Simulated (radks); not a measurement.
Neutral technetium, [Kr] 4d5 5s2. Method: non-relativistic Kohn-Sham, r2SCAN, spin-polarised, spherical densities, point nucleus; meta-GGA in the generalised Kohn-Sham scheme; computed with a radial shooting solver on a logarithmic mesh with Libxc functionals. Every spin shell is full or empty, so the densities are truly spherical. Functionals are evaluated on that one density, not self-consistently. Rank these orbital-free kinetic functionals by their error against the exact value of the orbitals, and give that value: Thomas-Fermi, von Weizsacker, TF + vW/9, TF + vW/5, LC94, APBEK, revAPBEK, Perdew 92, Thakkar, Pearson, LKT, PG1, DePristo-Kress, Ernzerhof.

Answer. Exact: 4204.96 hartree. From best to worst, with 100 (|E| - |E exact|)/|E exact| (equal figures are ties): DePristo-Kress -0.05, LC94 +0.09, APBEK +0.16, revAPBEK +0.35, Ernzerhof -0.36, Thakkar -0.49, Perdew 92 -0.65, TF + vW/9 -0.66, Pearson -0.94, TF + vW/5 +3.23, Thomas-Fermi -5.52, PG1 +16.06, LKT +20.39, von Weizsacker -56.27.
